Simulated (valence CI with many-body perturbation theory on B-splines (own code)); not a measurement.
**Questions on Cd¹⁵⁺**

Computed by relativistic CI+MBPT: five valence electrons over a frozen Dirac-Fock core [Ar] 3d10, a basis of 11 s, 11 p, 10 d, 8 f, 5 g, 2 h functions for each j, with the one-electron correlation potential Σ1 (screened to all orders), the two-electron term Σ2, the three-electron term Σ3, Breit, model QED; selected single and double excitations, second order for the rest, scaled by the run's own slope (own B-spline code, finite nucleus).

No measured levels were compared; by estimate levels hold to about 250 cm⁻¹ or 0.2 % of their energy and the worst to 1 %, as in measured heavy ions of charge 2 to 7; those with d or f electrons hold less well. Among the levels kept, up to 2200 cm⁻¹ of a level comes from second order outside the variational space, and about a tenth of that is noise between levels of different J, which matters for small intervals.

Names give the largest LS component (configuration and term), which can be under half, so a name can repeat, a term be missing and a line seem to break the LS rules; names also repeat where a configuration has a term twice.

Rates and lifetimes use the calculated energies. Strong lines usually hold to 10 to 20 %, long lifetimes can be off by a factor of two.

What is the ground level?

4s2.4p3 4S°_3/2, composition 57 % 4s2.4p3 4S° + 27 % 4s2.4p3 2P° + 13 % 4s2.4p3 2D°, g = 1.649.

What is the ionisation energy?

386.81 eV; NIST lists 385 ± 3 eV (theoretical).

Name the longest-lived excited levels whose lifetime is computed, and their main decay.

4s2.4p3 2D°_5/2 at 8.54 eV lives 1.88 ms, mostly by M1 to 4s2.4p3 4S°_3/2; 4s2.4p3 2D°_3/2 at 6.34 eV lives 376 μs, mostly by M1 to 4s2.4p3 4S°_3/2; 4s2.4p3 2P°_1/2 at 11.84 eV lives 219 μs, mostly by M1 to 4s2.4p3 4S°_3/2. The lifetime of 4s2.4p2.4d 4F_9/2 is too uncertain to give, and may be longer.

How well does LS coupling describe the low levels?

Among the lowest 20 levels the leading LS term, summed over configurations, holds 72 % on average. For single configurations the figures are 66 % in LS and 71 % in jj coupling. Terms mix most in the J = 1/2 level at 60.44 eV, where the leading one holds 45 %.

Where does the other parity begin?

At 4s.4p4 4P_5/2, 43.43 eV.
